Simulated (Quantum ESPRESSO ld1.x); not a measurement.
Ni+, configuration [Ar] 3d7 4s1 4p1 (not the ground configuration). All-electron calculation, scalar-relativistic Kohn-Sham, LDA (Slater exchange, Perdew-Zunger correlation), spin-unpolarised, spherical densities, point nucleus. Program: ld1.x of Quantum ESPRESSO 7.5. Some entries of the table are withheld. Estimate them.

| orbital | occ. | eigenvalue (hartree) | <r^2> (bohr^2) |
|---|---|---|---|
| 1s | 2 | (1) | 0.003947 |
| 2s | 2 | -36.6943 | 0.07110 |
| 2p | 6 | -31.7060 | (2) |
| 3s | 2 | -4.7124 | 0.6274 |
| 3p | 6 | -3.2637 | (3) |
| 3d | 7 | -0.9496 | 1.096 |
| 4s | 1 | -0.5952 | 6.405 |
| 4p | 1 | -0.3581 | (4) |

Answer. 
(1) 1s eigenvalue (hartree): -301.8297
(2) 2p <r^2> (bohr^2): 0.05705
(3) 3p <r^2> (bohr^2): 0.7013
(4) 4p <r^2> (bohr^2): 9.980
